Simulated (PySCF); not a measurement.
Species: CH6O2SiTe.
Atom-mapped SMILES: `[CH3:1][O:2][Si@H:3]([OH:4])[TeH:5]` (hydrogens: H6, H7, H8 on C1; H9 on Si3; H10 on O4; H11 on Te5)

Geometry (PBE0-D3(BJ)/def2-SVP, Å), atoms numbered from 1 in this order:
```xyz
11
CH6O2SiTe angstrom
C     -1.816   -0.415    0.221
O     -0.956    0.639   -0.116
Si     0.647    0.751    0.268
O      1.200    2.255   -0.114
Te     1.778   -1.045   -1.075
H     -1.947   -0.501    1.314
H     -2.801   -0.221   -0.228
H     -1.449   -1.387   -0.156
H      0.893    0.577    1.722
H      1.308    2.445   -1.051
H      3.177   -0.854   -0.193
```

Computed, not measured: PBE0-D3(BJ)/def2-SVP geometry optimisation, gas phase, def2 core potentials past Kr (PySCF).

Masses are those of the commonest isotopes; rigid-rotor values at the optimised geometry. The values belong to one conformer with, in the numbering `[CH3:1][O:2][Si@H:3]([OH:4])[TeH:5]`, C1–O2–Si3–O4 -171°, O2–Si3–O4–H -73°, O2–Si3–Te5–H -168°.

Task: What are A, B and C (MHz)?

Result: Ia = 164.98, Ib = 427.44, Ic = 562.65 u·Å²; 505379 MHz·u·Å²/I gives A = 3063, B = 1182, C = 898.2 MHz.

Task: Classify the top.

Result: An asymmetric top; Ray's κ = -0.738.

Task: Is it planar, by Δ = Ic − Ia − Ib?

Result: Not planar: Δ = Ic − Ia − Ib = -29.77 u·Å². For a rigid frame Δ = −2 Σ m c², so Σ m c² = 14.89 u·Å² lies off the ab plane: 7.50 from hydrogen and 7.38 from heavier atoms. The atom farthest from that plane is 1.84 Å away.

Task: Give the other two planar moments, Paa and Pbb, and the rms extents of the mass along the axes.

Result: Paa = Σ m a² = (Ib + Ic − Ia)/2 = 412.56 and Pbb = Σ m b² = (Ia + Ic − Ib)/2 = 150.09 u·Å². With the mass M = 207.92 u, the rms extents √(P/M) along a, b and c are 1.41, 0.85, 0.27 Å.

Task: Which lines would a microwave search look for?

Result: The dipole components are |μa| = 0.03 D, |μb| = 0.85 D, |μc| = 0.19 D. The squared components, which scale the intensities, stand as 0.00 : 1.00 : 0.05 (a : b : c). Some lines, for components of 0.1 D or more:

```csv
type,branch,"J(Ka,Kc)",MHz,lower level (cm⁻¹)
c,Q,"4(1,4) ← 4(0,4)",958,0.680
b,R,"3(1,2) ← 2(2,1)",1005,0.478
c,Q,"2(1,2) ← 2(0,2)",1627,0.207
b,Q,"1(1,0) ← 1(0,1)",2165,0.069
b,R,"3(0,3) ← 2(1,2)",4498,0.261
c,Q,"4(2,3) ← 4(1,3)",4711,0.806
b,Q,"4(2,2) ← 4(1,3)",5138,0.806
c,Q,"3(2,2) ← 3(1,2)",5236,0.512
c,Q,"2(2,1) ← 2(1,1)",5643,0.290
b,Q,"2(2,0) ← 2(1,1)",5673,0.290
b,Q,"2(2,1) ← 2(1,2)",6495,0.261
b,R,"3(1,3) ← 2(0,2)",7424,0.207
b,R,"4(1,4) ← 3(0,3)",9000,0.411
b,Q,"3(3,0) ← 3(2,1)",9988,0.691
c,R,"2(2,0) ← 1(1,0)",10118,0.142
b,Q,"4(3,2) ← 4(2,3)",10210,0.963
b,R,"2(2,0) ← 1(1,1)",10402,0.132
c,R,"4(1,3) ← 3(0,3)",11827,0.411
b,R,"3(2,1) ← 2(1,2)",12884,0.261
b,R,"4(2,3) ← 3(1,2)",13535,0.512
c,R,"4(2,2) ← 3(1,2)",13962,0.512
c,Q,"4(4,1) ← 4(3,1)",14099,1.304
b,Q,"4(4,1) ← 4(3,2)",14112,1.304
b,R,"4(2,2) ← 3(1,3)",15665,0.455
b,R,"3(3,1) ← 2(2,0)",16345,0.479
c,R,"4(4,0) ← 3(3,0)",22487,1.024
c,R,"4(4,1) ← 3(3,1)",22489,1.024
```

Task: Estimate the classical rotational partition function at 50 K, 100 K and 298.15 K.

Result: Point group C1, symmetry number σ = 1; q = (√π/σ)·√((kT/h)³/(ABC)), k/h = 20836.6 MHz/K: 33000 at 50 K, 93500 at 100 K, 481000 at 298.15 K.

No frequency check. No vibrational averaging or centrifugal distortion is included, and the geometry carries the error of its method. A rigid rotor knows nothing of internal rotation, which can split or shift real lines.
